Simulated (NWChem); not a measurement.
## Plane-wave run on MgS (rocksalt type)

```xyz
2
Lattice="0.0000 2.5420 2.5420 2.5420 0.0000 2.5420 2.5420 2.5420 0.0000" Properties=species:S:1:pos:R:3 pbc="T T T"
S      0.0000     0.0000     0.0000
Mg     2.5420     2.5420     2.5420
```

Everything below was run with NWChem. Origin of the cell: lattice set by a structure generator, not relaxed at this level.

Norm-conserving pseudopotentials with valence charges S 6, Mg 2, fixed occupations, no spin-orbit coupling, density cut at twice the wavefunction cutoff.

Level: PBE, Troullier-Martins, cutoff 25 Ha, density from a 4×4×4 mesh. Bands run along Γ–X–U|K–Γ–L–W–X with k in units of the cell's reciprocal vectors.

Question: What gap does the band structure show, and how wide is the group of occupied bands?

Answer: It shows an indirect gap along this path of 2.85 eV from Γ to X (smallest direct gap on this path 4.14 eV). The 4 occupied bands reach 13.1 eV below the valence-band top.
